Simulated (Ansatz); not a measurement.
# A barrier at the coupled-cluster level

Start structure (BH$_{2}$ClF$_{2}$, singlet), relaxed at PBE0-D4/def2-TZVP:

```xyz
6
angstrom
B -0.1782 0.6490 -0.7110
Cl 0.0422 1.9709 0.3997
F 0.8373 0.1766 -1.3912
F -1.3645 0.1220 -0.8893
H 0.3831 -1.1919 1.5515
H 0.2800 -1.7266 1.0403
```

The step: BClF₂ ([F][B]([F])[Cl]) + H₂ → BHF₂ ([F][BH][F]) + HCl; bonds formed: B1–H6, Cl2–H5; bonds broken: B1–Cl2, H5–H6. Ansatz 0.2.0; basis: def2-TZVPP and def2-QZVPP; cores frozen in the correlated methods. Extrapolation: Hartree–Fock as exp(−7.88 √X), correlation as X^−2.97. Energies below are by CCSD(T) at an estimated basis limit (MP2 extrapolated from triple and quadruple zeta, plus CCSD(T) − MP2 in triple zeta).

What are the electronic barrier and the energy of the step, from the start structure to the end structure? (Judge from chemistry; the value comes from the calculation.)

By the calculation: Barrier 178.4 kJ/mol; step energy 48.0 kJ/mol (uphill); reverse barrier, their difference, 130.3 kJ/mol. Barrier and step energy count from the start structure, the reverse barrier from the end structure.

The saddle point: One imaginary mode of 997i cm⁻¹.
```csv
pair,start (Å),saddle (Å),end (Å)
B1–H6,2.99,1.32,1.19
Cl2–H5,3.38,1.55,1.28
B1–Cl2,1.74,2.11,3.20
H5–H6,0.75,1.05,3.31
```

Zero-point energy (harmonic, PBE0-D4): ZPE is 58.2 kJ/mol at the start and 67.8 kJ/mol at the saddle, so the barrier goes from 178.4 to 188.0 kJ/mol.

No T1 diagnostic of these runs exceeds 0.013. The start structure is not quite a true minimum (one mode of 27i cm⁻¹). The end structure is not quite a true minimum (one mode of 61i cm⁻¹).

Labels in which every atom is bracketed show which atoms are joined, not bond orders.

For scale, one of the runs: CCSD(T)/def2-TZVPP, 163 basis functions, launched by `ansatz run in.yaml --threads 2 --pin off --events-out ev --progress --plain --max-ram 4352MiB`. Hardware: 2 CPU threads of an AMD EPYC 7R43, shared host. Wall time 36 s; peak host memory 1.3 GiB.
